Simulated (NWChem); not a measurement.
System: MgGeH4Se; SMILES [GeH3][Mg][SeH]

Input file for NWChem:

```
start job
memory heap 200 mb stack 900 mb global 1100 mb
geometry units angstroms noautoz
  Mg    -0.146050     0.295678     0.016495
  Se     0.006396     2.730734     0.030707
  H      1.477561     2.629216     0.013727
  Ge    -0.332021    -2.278431     0.001314
  H     -1.018540    -2.831170    -1.271103
  H      1.044539    -2.983257     0.072140
  H     -1.147532    -2.835832     1.193092
end
basis spherical
  Mg library def2-svp
  Se library def2-svp
  H library def2-svp
  Ge library def2-svp
end
dft
  xc b3pw91
  iterations 150
  mulliken
end
task dft energy
```

Coordinates come from a PBE0/def2-SVP optimisation.

Question: Give the results of this calculation. (B3PW91/def2-SVP.) Quantities: energy (Ha); highest occupied level (eV); orbital gap (eV); dipole (D).

Answer: 
```yaml
energy (Ha): -4680.47
highest occupied level (eV): -6.54
orbital gap (eV): 5.28
dipole (D): 0.62
```
